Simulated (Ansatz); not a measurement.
FNa, singlet, geometry from GFN2-xTB (such geometries of metal compounds can be far from the true shape). Base run: PBE/cc-pVTZ in Ansatz (a first-principles code).

Geometry (Å):
```xyz
2

Na     0.0000     0.0000    -0.7869
F      0.0000     0.0000     0.9618
```
Charge 0, spin multiplicity 1.
All else is at Ansatz's defaults.

Variants of this job, named by their change:

| change | basis functions | E (Eh) |
|---|---|---|
| base | 64 | -261.99636 |
| basis = 6-31G | 22 | -261.90919 |
| basis = pc-1 | 24 | -261.92626 |
| basis = def2-SV(P) | 29 | -261.80672 |
| basis = 6-31G* | 34 | -261.92508 |
| basis = aug-pcseg-1 | 37 | -261.94138 |
| basis = def2-SVPD | 41 | -261.82841 |
| basis = 6-311G** | 45 | -261.97165 |
| basis = aug-cc-pVDZ | 50 | -261.96799 |
| basis = 6-311+G(2d,p) | 62 | -261.98778 |
| basis = def2-TZVPP | 63 | -261.99928 |
| basis = def2-TZVPD | 75 | -262.00289 |
| basis = def2-QZVPP | 115 | -262.01442 |

Totals compare only among sets that treat the same electrons; sets with core potentials leave the core out.
